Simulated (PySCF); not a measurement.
Sc(F)3 anion (F₃Sc), SMILES [F][Sc]([F])[F] (connectivity only; charge and spin as stated), charge -1, multiplicity 2.

The structure is a stationary point at TPSSh-D3(BJ)/def2-SVPD. The geometry has at least one imaginary mode, so it is a saddle point at that level. The spin state was assumed, not searched. The isomer is the one that the SMILES or the coordinates give; other isomers of the formula were not compared.

All values below come from M06-2X/def2-TZVPD (PySCF).

### Question
Estimate the frontier levels, dipole moment and polarisability. (Estimate from the structure and the level; the computed values follow.)

### Answer

```json
{
  "α spin, highest occupied and lowest empty level": "-0.22 and 3.67 eV",
  "β spin, highest occupied and lowest empty level": "-7.44 and 0.63 eV",
  "dipole_moment_about_the_centre_of_nuclear_charge": "0.00 D",
  "mean_static_polarisability": "85.5 bohr³ (12.67 Å³)",
  "polarisability_principal_values": "58.8, 58.9, 138.9 bohr³",
  "⟨S²⟩": "0.751 (pure state 0.75)"
}
```
